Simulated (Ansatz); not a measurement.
Gas-phase electronic energies from Ansatz, PBE0-D4/def2-TZVP geometries. CBS: MP2 limit from def2 TZ/QZ plus the TZ coupled-cluster correction, frozen cores. This one scheme is used for every species. Functionals use def2-TZVPP. One conformer a species, not always the lowest.

Reaction (hydrogenolysis of the Si–N bond): `C[Si](C)(C)NN` + H₂ → `C[SiH](C)C` + `NN`

```tsv
level	ΔE (kcal/mol)
revPBE-D4	8.7
CAM-B3LYP-D4	7.6
PBE	5.0
r2SCANh	7.3
LC-ωPBE	5.4
CCSD/def2-SVP	4.3
MP2/CBS(def2)	9.5
CCSD/CBS(def2)	6.6
```

Task: What does CCSD(T)/CBS give? (An estimate is asked.)

Result: Computed: +7.7 kcal/mol. The listed levels differ from it by 1.0, -0.1, -2.7, -0.4, -2.3, -3.4, 1.8, -1.1 kcal/mol.

Largest T1 diagnostic among the species: 0.010.

At CCSD(T), def2-SVP lies −2.6 kcal/mol from the extrapolated value and def2-TZVPP −0.4 kcal/mol. In def2-TZVPP, CCSD(T) changes the Hartree–Fock value by +5.6 kcal/mol (the triples alone add +1.2 kcal/mol) and MP2 by +7.4 kcal/mol. From r2SCAN to r2SCAN0 (25 % exact exchange), in def2-TZVPP and without D4, ΔE moves by −0.8 kcal/mol.
